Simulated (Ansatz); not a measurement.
Ideal-gas functions of CCl$_{2}$GaNO (`O=C=[N][Ga]([Cl])[Cl]`) at 600 K and 1 bar, from an Ansatz frequency run at PBE0-D4/def2-TZVP.

Molar mass 182.65 g/mol, point group Cs (symmetry number 1), electronic degeneracy 1, moments of inertia 223.097, 470.187, 693.284 u Å². Harmonic wavenumbers (cm⁻¹, unscaled): 46, 48, 123, 159, 176, 400, 474, 527, 648, 677, 1456, 2366.

Use S(trans) = R[1.5 ln M + 2.5 ln T − 1.1517]; rotational temperatures θ = 24.2544 K / I; S(rot) = R[ln(√π/σ · √(T³/θAθBθC)) + 1.5]; for each mode x = 1.438777 ν̃/T, S = R[x/(eˣ − 1) − ln(1 − e⁻ˣ)] and H = RT x/(eˣ − 1); 1 cm⁻¹ = 0.0119627 kJ/mol; R = 8.31446 J/(mol·K).

By hand: the entropy, in J/(mol·K).

Translation 188.3. Rotation: θ = 0.1087, 0.0516, 0.035 K, giving 132.5. Vibration, mode by mode: 26.65, 26.29, 18.50, 16.38, 15.55, 8.97, 7.68, 6.90, 5.44, 5.14, 1.17, 0.19, in all 138.9. Electronic 0.0. Sum 459.7 J/(mol·K).

By hand: H − E and G − E in kJ/mol, counted from the electronic energy.

Zero-point energy ½ × 7100 × 0.0119627 = 42.5; thermal vibration 34.7; translation, rotation and pV give 4 RT = 20.0. H − E = 97.2 kJ/mol, and G − E = 97.2 − 600 × 459.7/1000 = -178.6 kJ/mol.

Vibration gives 30 % of the entropy, 71.4 J/(mol·K) of it from the modes under 150 cm⁻¹: soft modes count most, and the harmonic formula is weakest for them. The sum counts one conformer and one mirror image; others add a mixing term.
